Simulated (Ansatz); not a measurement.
Frontier orbitals of CH7AlN2Si (`[SiH3][N]1C[NH][AlH]1`).

```xyz
12

Si   -0.5019   -0.5105    1.7770
N    -0.1101    0.1673    0.2611
C     0.3821   -0.5991   -0.8981
N     0.5475    0.4584   -1.8944
Al   -0.0115    1.6589   -0.7293
H    -0.9555    0.5970    2.6598
H    -1.5896   -1.5293    1.6854
H     0.6620   -1.1913    2.4185
H    -0.3485   -1.3595   -1.2120
H     1.3299   -1.1076   -0.6660
H     0.8819    0.2153   -2.8068
H    -0.2862    3.2002   -0.5953
```

Charge 0, multiplicity 1. All single points use the PBE0-D4/def2-TZVP geometry. Basis def2-TZVPP, Ansatz.

Orbital energies of one run (eV). Highest occupied ones, from the top: -5.34, -5.54, -7.27, -7.90, -8.02, -8.43, -9.40, -9.74, -10.92, -11.64, -13.33, -15.03, -19.36, -22.33. Empty: -0.99, -0.54, -0.41, 0.61, 0.94, 1.16.

**Question.** Which functional gave them?
A. B3LYP
B. r2SCAN0
C. LC-ωPBE
D. BLYP

**Answer.** D. HOMO energies: BLYP -5.34, LC-ωPBE -9.58, B3LYP -6.55, r2SCAN0 -6.97 eV.

B3LYP here is the variant with VWN-RPA as its local correlation; programs differ in this. LC-ωPBE has ω = 0.4 bohr⁻¹.
